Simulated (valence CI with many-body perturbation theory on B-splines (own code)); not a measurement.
# E1 transitions of Pm29+

Calculated by configuration interaction combined with many-body perturbation theory (CI+MBPT): four valence electrons over a frozen Dirac-Fock core [Ar] 3d10, radial functions for each j: 11 s, 11 p, 9 d, 7 f, 5 g, 2 h, 1 i, with the one-electron correlation potential Σ1 (screened to all orders), the two-electron term Σ2, the three-electron term Σ3, Breit, model QED; selected single and double excitations, second order for the rest (own B-spline code, finite nucleus).

No measured spectrum was set against this ion. As an estimate, large intervals hold to a few tenths of a per cent, small ones and those within an open d or f shell to about a per cent.

Lines 51 to 100 of 222 in falling wavelength, among levels below 2197300 cm⁻¹, chosen from the strongest by gf and those to the six lowest levels. Wavelengths and rates use the calculated energies. Electric multipoles are in the length gauge, E1 and E2 with the static RPA response of the core. Weak lines are less certain than strong ones. Lines between different terms over intervals too small for the method are left out, as are lines whose strength nearly cancels. Where a level lies close to another of its J and parity, the split of strength between their lines is uncertain. The highest levels of a list are the least certain.

Levels are named by their leading jj configuration (3d3/2^4 stands for four electrons in 3d with j = 3/2), which in mixed levels can hold well under half, so a name can repeat and another be missing. Letters in brackets count levels of one name in rising energy.

```csv
λ vac (nm),Upper,Lower,A (s⁻¹),log gf,Branch %
14.53,(4s 4p1/2^2 4d3/2) J=2,(4s 4p1/2 4p3/2^2) J=2,6.65e+09,-0.98,7.8
14.16,(4s^2 4p1/2 4d5/2) J=3,(4s^2 4p3/2^2) J=2,1.15e+09,-1.62,1.1
14.06,(4s^2 4p1/2 4d3/2) J=1,(4s^2 4p3/2^2) J=2,1.11e+09,-2.00,0.2
13.88,(4s 4p1/2 4p3/2^2) J=2,(4s^2 4p1/2 4p3/2) J=2,3.45e+08,-2.30,2.6
13.83,(4s^2 4p1/2 4d5/2) J=2,(4s^2 4p3/2^2) J=2,6.54e+08,-2.03,0.2
13.58,(4s 4p3/2^2 4d5/2) J=4,(4s^2 4p3/2 4d5/2) J=4,5.20e+09,-0.89,8.0
13.45,(4p1/2 4p3/2^3) J=1,(4s 4p1/2 4p3/2^2) J=1 [b],1.40e+10,-0.94,10.8
13.41,(4s 4p1/2 4p3/2^2) J=2,(4s^2 4p1/2 4p3/2) J=1,1.21e+10,-0.79,92.2
13.09,(4p3/2^4) J=0,(4s 4p3/2^3) J=1,4.62e+10,-0.93,35.9
13.00,(4s 4p1/2 4p3/2^2) J=3,(4s^2 4p1/2 4p3/2) J=2,8.04e+09,-0.85,58.9
12.91,(4s 4p1/2 4p3/2 4d5/2) J=2 [a],(4s^2 4p1/2 4d3/2) J=2 [b],2.51e+10,-0.50,23.3
12.85,(4p1/2^2 4p3/2^2) J=2,(4s 4p1/2^2 4p3/2) J=1,7.54e+09,-1.03,14.8
12.63,(4s 4p1/2^2 4d3/2) J=1,(4s 4p1/2^2 4p3/2) J=1,8.89e+09,-1.20,45.4
12.55,(4s 4p1/2 4p3/2 4d5/2) J=3 [c],(4s^2 4p1/2 4d5/2) J=2,8.98e+09,-0.83,2.1
12.53,(4s 4p1/2 4p3/2 4d3/2) J=1 [d],(4s^2 4p1/2 4d3/2) J=1,8.97e+09,-1.20,2.2
12.53,(4s 4p1/2 4p3/2 4d5/2) J=4 [c],(4s^2 4p1/2 4d5/2) J=3,7.40e+09,-0.80,5.5
12.49,(4s 4p3/2^3) J=2,(4s^2 4p3/2^2) J=2,3.74e+10,-0.36,66.6
12.48,(4s 4p1/2 4p3/2 4d5/2) J=3 [d],(4s^2 4p1/2 4d5/2) J=2,5.81e+10,-0.02,51.5
12.39,(4s 4p1/2 4p3/2 4d3/2) J=3 [b],(4s^2 4p1/2 4d3/2) J=2 [b],2.85e+10,-0.34,36.8
12.36,(4p1/2 4p3/2^3) J=1,(4s^2 4p1/2 4d3/2) J=2 [a],9.79e+09,-1.17,7.6
12.31,(4p1/2 4p3/2^3) J=2,(4s^2 4p1/2 4d3/2) J=2 [a],3.85e+10,-0.36,34.4
12.29,(4s 4p1/2 4p3/2 4d5/2) J=3 [c],(4s^2 4p1/2 4d5/2) J=3,4.56e+09,-1.14,1.0
12.26,(4s 4p1/2 4p3/2 4d5/2) J=4 [d],(4s^2 4p1/2 4d5/2) J=3,4.90e+10,0.00,86.9
12.22,(4s 4p1/2 4p3/2 4d5/2) J=3 [d],(4s^2 4p1/2 4d5/2) J=3,6.19e+09,-1.01,5.5
12.19,(4s 4p1/2 4p3/2 4d5/2) J=2 [b],(4s^2 4p1/2 4d3/2) J=2 [b],1.13e+10,-0.90,5.2
12.18,(4s^2 4p1/2 4d3/2) J=2 [a],(4s^2 4p1/2 4p3/2) J=2,2.08e+10,-0.64,85.4
12.12,(4s 4p1/2 4p3/2 4d5/2) J=1 [a],(4s^2 4p1/2 4d5/2) J=2,1.32e+10,-1.06,6.4
12.09,(4s 4p1/2 4p3/2 4d3/2) J=2 [c],(4s^2 4p1/2 4d3/2) J=1,5.51e+10,-0.22,11.2
12.07,(4s 4p3/2^3) J=1,(4s^2 4p3/2^2) J=0,1.67e+10,-0.96,5.1
11.96,(4s 4p1/2 4p3/2 4d3/2) J=0 [b],(4s^2 4p1/2 4d3/2) J=1,5.41e+10,-0.94,12.8
11.84,(4s 4p1/2 4p3/2^2) J=1 [a],(4s^2 4p1/2 4p3/2) J=2,2.04e+08,-2.89,0.2
11.82,(4s^2 4p1/2 4d3/2) J=2 [a],(4s^2 4p1/2 4p3/2) J=1,8.06e+08,-2.07,3.3
11.82,(4s 4p1/2 4p3/2^2) J=0,(4s^2 4p1/2 4p3/2) J=1,6.35e+10,-0.88,100.0
11.75,(4s 4p1/2^2 4p3/2) J=1,(4s^2 4p1/2^2) J=0,7.20e+10,-0.35,83.6
11.74,(4s 4p1/2 4p3/2 4d5/2) J=2 [a],(4s^2 4p1/2 4d3/2) J=2 [a],1.67e+10,-0.76,15.5
11.67,(4s 4p1/2 4p3/2 4d5/2) J=2 [c],(4s^2 4p1/2 4d5/2) J=2,9.41e+09,-1.02,3.0
11.61,(4s 4p1/2 4p3/2 4d5/2) J=1 [b],(4s^2 4p1/2 4d5/2) J=2,6.35e+10,-0.41,19.9
11.59,(4p1/2^2 4p3/2^2) J=0,(4s 4p1/2^2 4p3/2) J=1,9.99e+10,-0.70,66.9
11.57,(4p1/2 4p3/2^3) J=2,(4s 4p1/2 4p3/2^2) J=3,3.19e+10,-0.49,28.6
11.55,(4p1/2^2 4p3/2^2) J=2,(4s 4p1/2^2 4p3/2) J=2,7.74e+09,-1.11,15.2
11.54,(4s 4p1/2 4p3/2 4d5/2) J=2 [d],(4s^2 4p1/2 4d5/2) J=2,7.69e+09,-1.12,2.5
11.51,(4s 4p1/2 4p3/2 4d5/2) J=2 [c],(4s^2 4p1/2 4d3/2) J=1,9.34e+09,-1.03,2.9
11.50,(4s 4p1/2 4p3/2^2) J=1 [a],(4s^2 4p1/2 4p3/2) J=1,9.13e+10,-0.27,69.5
11.47,(4s 4p1/2 4p3/2 4d5/2) J=3 [e],(4s^2 4p1/2 4d5/2) J=3,7.43e+10,0.01,25.3
11.46,(4s 4p1/2 4p3/2 4d3/2) J=1 [d],(4s^2 4p1/2 4d3/2) J=2 [b],3.98e+10,-0.63,9.7
11.45,(4s 4p1/2 4p3/2 4d5/2) J=1 [b],(4s^2 4p1/2 4d3/2) J=1,1.66e+10,-1.01,5.2
11.37,(4s 4p1/2^2 4d3/2) J=1,(4s 4p1/2^2 4p3/2) J=2,3.01e+09,-1.76,15.4
11.31,(4s 4p1/2 4p3/2 4d5/2) J=2 [d],(4s^2 4p1/2 4d5/2) J=3,1.44e+11,0.14,47.4
11.30,(4s 4p1/2 4p3/2 4d3/2) J=3 [b],(4s^2 4p1/2 4d3/2) J=2 [a],2.95e+10,-0.40,38.2
11.30,(4s 4p1/2 4p3/2 4d3/2) J=1 [d],(4s 4p1/2 4p3/2^2) J=1 [b],3.91e+10,-0.65,9.6
```

(1) How does gf follow from A for the line at 11.96 nm?

Answers

(1) gf = 1.4992 × (2J+1)_upper × A / σ², with σ = 835963 cm⁻¹ and 2J+1 = 1: gf = 0.116.
